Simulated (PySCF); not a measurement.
GeH4, SMILES [GeH4]. Geometry: ωB97X-D3(BJ)/def2-TZVPD. The isomer is the one that the SMILES or the coordinates give; other isomers of the formula were not compared.

TDA-PBE0/def2-TZVPD (PySCF 2.14.0) puts the lowest singlet excitations at 8.74, 8.74, 8.74, 9.13, 9.13, 9.13 eV.

Q: What are the lowest excitation roots from ADC(2)/aug-cc-pVDZ in PySCF? (Estimate from the structure and the level; the computed values follow.)

A: 9.10, 9.10, 9.10, 9.49, 9.49, 9.49 eV. S1 differs by 0.36 eV (second minus first; roots are paired by order, and the bases may differ).
